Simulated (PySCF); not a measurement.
A PySCF script (with the pyscf-properties extension) for the NMR shieldings of SMILES C/C=C(\C)B(F)F, C₄H₇BF₂, on a GFN2-xTB geometry:

```python
import basis_set_exchange as bse
import numpy as np
from pyscf import gto, dft
from pyscf.prop import nmr

atoms = """
C    -1.917858    0.029452   -0.294956
C    -0.589317   -0.571469   -0.595180
C     0.568551   -0.163455   -0.048378
C     0.588741    0.973286    0.940621
B     1.893550   -0.861694   -0.433616
F     1.955366   -1.866990   -1.293660
F     3.071158   -0.515883    0.060631
H    -2.135451   -0.045327    0.770746
H    -1.919015    1.090437   -0.546017
H    -2.709315   -0.463763   -0.850385
H    -0.569211   -1.389196   -1.302000
H     1.601825    1.166541    1.280400
H    -0.032021    0.737417    1.804202
H     0.192318    1.880171    0.485427
"""
names = dict.fromkeys(["C", "B", "F", "H"], "pcSseg-1")
basis = {el: gto.basis.parse(bse.get_basis(n, elements=[el], fmt="nwchem")) for el, n in names.items()}
mol = gto.M(atom=atoms, basis=basis, charge=0, verbose=0)
mf = dft.RKS(mol, xc="PBE0")
mf.grids.level = 2
mf.grids.alignment = dft.numint.BLKSIZE   # the property module wants whole blocks of grid points
mf.conv_tol = 1e-9
mf.kernel()

calc = nmr.RKS(mf)   # GIAO
C = mf.mo_coeff
Co = C[:, mf.mo_occ > 0]
resp = mf.gen_response(singlet=True, hermi=2)
def vind(x):   # induced exchange potential for any number of trial vectors
    d = np.einsum("pi,xij,qj->xpq", C, 2 * x.reshape(-1, C.shape[1], Co.shape[1]), Co, optimize=True)
    return np.einsum("xpq,pi,qj->xij", resp(d - d.transpose(0, 2, 1)), C, Co, optimize=True).ravel()
mo1, _ = nmr.rhf.solve_mo1(calc, with_cphf=vind)
sigma = calc.kernel(mo1)
for i, s in enumerate(sigma):   # ppm
    w = np.linalg.eigvalsh((s + s.T) / 2)
    print("%2d %-2s iso %8.1f  s11 %8.1f  s22 %8.1f  s33 %8.1f" % (i, mol.atom_pure_symbol(i), w.mean(), *w))
```

Q: What are the results?

A: 
```
 0 C  iso    169.2  s11    151.8  s22    174.2  s33    181.6
 1 C  iso     22.5  s11   -111.9  s22     19.9  s33    159.6
 2 C  iso     51.7  s11    -56.7  s22     41.5  s33    170.2
 3 C  iso    172.0  s11    157.3  s22    176.1  s33    182.6
 4 B  iso     77.2  s11     64.3  s22     78.9  s33     88.2
 5 F  iso    270.3  s11    108.7  s22    314.7  s33    387.4
 6 F  iso    263.6  s11    106.9  s22    300.5  s33    383.5
 7 H  iso     29.8  s11     25.7  s22     28.7  s33     35.1
 8 H  iso     29.8  s11     25.7  s22     28.7  s33     35.2
 9 H  iso     29.6  s11     25.3  s22     28.0  s33     35.6
10 H  iso     24.3  s11     21.9  s22     22.0  s33     28.8
11 H  iso     29.5  s11     24.5  s22     29.5  s33     34.6
12 H  iso     30.2  s11     26.0  s22     28.6  s33     35.9
13 H  iso     30.2  s11     26.0  s22     28.5  s33     35.9
```

These numbers come from an equivalent density-fitted implementation of the same equations, which agrees with the script to about 0.01 ppm for H and up to a few tenths of a ppm for heavy atoms, so last digits may differ.

Size and cost of the density-fitted run: 154 basis functions, 29 s wall time on 1 thread of an Intel Xeon, shared host; peak memory 0.73 GiB.
